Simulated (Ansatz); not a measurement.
One change: `C[O][Sn]([OH])([Cl])[Cl]` becomes `C[O][SnH]([OH])[Cl]`.

Ansatz, PBE0-D4/def2-TZVP geometries, multiplicity 1. Each molecule was computed in one conformer, which needn't be the lowest.

Elements past krypton have def2 core potentials.

```tsv
property	`C[O][Sn]([OH])([Cl])[Cl]`
HOMO–LUMO gap (ωB97M-V/def2-TZVPP) / eV	10.72
LUMO energy (PBE/def2-TZVPP) / eV	-3.29
LUMO energy (B3LYP/def2-TZVPP) / eV	-2.67
size of the dipole moment (ωB97M-V/def2-TZVPP) / D	2.11
HOMO energy (B3LYP/def2-TZVPP) / eV	-8.36
HOMO energy (PBE0/def2-TZVPP) / eV	-8.61
```

(1) Give the same properties after the change, and the shifts. (Best estimate.)

## Answers

(1) The calculation gave: 
```json
{"property": "HOMO–LUMO gap (ωB97M-V/def2-TZVPP) / eV", "`C[O][SnH]([OH])[Cl]`": "11.26", "shift": "0.54"}
{"property": "LUMO energy (PBE/def2-TZVPP) / eV", "`C[O][SnH]([OH])[Cl]`": "-2.26", "shift": "1.03"}
{"property": "LUMO energy (B3LYP/def2-TZVPP) / eV", "`C[O][SnH]([OH])[Cl]`": "-1.62", "shift": "1.05"}
{"property": "size of the dipole moment (ωB97M-V/def2-TZVPP) / D", "`C[O][SnH]([OH])[Cl]`": "1.46", "shift": "-0.65"}
{"property": "HOMO energy (B3LYP/def2-TZVPP) / eV", "`C[O][SnH]([OH])[Cl]`": "-7.92", "shift": "0.44"}
{"property": "HOMO energy (PBE0/def2-TZVPP) / eV", "`C[O][SnH]([OH])[Cl]`": "-8.17", "shift": "0.44"}
```

With PBE0 the HOMO rises by 0.44 eV and the LUMO rises by 1.07 eV, so the gap widens by about 0.63 eV. PBE moves the HOMO by 0.41 eV and ωB97M-V by 0.45 eV. Dipoles are sizes alone; their direction can turn.

B3LYP here is the variant with VWN-RPA as its local correlation; programs differ in this.
